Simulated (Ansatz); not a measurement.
Two isomers of CH5NOSi: A = `C1N[SiH2]O1`, B = `NC(=O)[SiH3]`.

Gas-phase electronic energies from Ansatz, PBE0-D4/def2-TZVP geometries. CCSD(T)/CBS adds triple-zeta CCSD(T) − MP2 to the extrapolated MP2 energy (def2 sets, frozen cores). Functionals use def2-TZVPP. B3LYP here is the variant with VWN-RPA as its local correlation; programs differ in this. Each species was taken in one conformer, which may not be the lowest.

A:

Z-matrix (Å, degrees):
```
C
Si 1 2.214
O 1 1.436 2 48.9
N 1 1.468 2 51.2 3 -172.5
H 1 1.095 2 128.7 3 -82.4
H 1 1.097 2 121.4 3 91.0
H 2 1.491 1 123.3 3 -91.4
H 2 1.484 1 128.6 3 82.9
H 4 1.006 1 118.3 2 -134.5
```

B:

Z-matrix (Å, degrees):
```
Si
C 1 1.923
H 1 1.482 2 107.6
H 1 1.491 2 111.8 3 120.4
H 1 1.482 2 107.6 3 -119.2
O 2 1.216 1 118.4 3 59.6
N 2 1.354 1 118.7 3 -120.5
H 7 1.009 2 119.1 1 -180.0
H 7 1.003 2 121.7 1 0.0
```

(1) Which isomer does CCSD(T)/CBS put lower? Give the gap. (Best estimate.)

(2) Give E(B) − E(A) in kcal/mol with B3LYP-D4, LDA (SPW92), BLYP-D4, B2PLYP, ωB97M-V, CCSD(T)/def2-TZVPP, PBE0-D4. (Estimate.)

(3) Does the order hold for the free energy at 298.15 K (harmonic terms from PBE0-D4)? (Estimate.)

Largest T1 diagnostic: 0.016.

Results:

(1) The calculation gave: A, by 15.5 kcal/mol.

(2) Computed: B3LYP-D4 9.2, LDA (SPW92) 11.0, BLYP-D4 4.7, B2PLYP 11.6, ωB97M-V 14.1, CCSD(T)/def2-TZVPP 14.7, PBE0-D4 12.2. None reverses the order clearly.

(3) Ansatz gave: Yes: G(B) − G(A) = +11.2 kcal/mol, for one conformer each.

At CCSD(T), def2-SVP lies −10.4 kcal/mol from the extrapolated value and def2-TZVPP −0.7 kcal/mol. From PBE to PBE0 (25 % exact exchange), in def2-TZVPP and without D4, E(B) − E(A) moves by +5.3 kcal/mol.
